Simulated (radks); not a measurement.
Ionisation of neutral ytterbium, [Xe] 4f14 6s2, to [Xe] 4f14 6s1 as the strength of local exchange is varied. All-electron calculation, Dirac Kohn-Sham, Slater X-alpha exchange (alpha = 2/3 is LDA exchange), no correlation, spin-unpolarised, spherical densities, point nucleus. Program: a radial shooting solver on a logarithmic mesh with Libxc functionals.

alpha,E(Yb) (hartree),exchange (hartree),IE (eV),-e of the level emptied (eV),<r> of it (bohr)
0.667,-14060.2955,-278.8036,5.876,3.245 (6s1/2),3.979
0.686,-14068.2400,-286.9302,5.968,3.328 (6s1/2),3.960
0.763,-14100.4883,-319.9653,6.352,3.677 (6s1/2),3.879
0.862,-14142.0729,-362.6775,6.870,4.155 (6s1/2),3.779
0.879,-14149.2275,-370.0389,6.961,4.240 (6s1/2),3.762

NIST Atomic Spectra Database: 6.254 eV (measured). The Delta-SCF value meets it near alpha = 0.74. Spin polarisation and multiplet splitting are left out, so open shells lie too high by an amount that depends on their filling.

Beside tabulated values, note that spin-unpolarised runs miss the spin-polarisation part of the exchange energy of open shells.
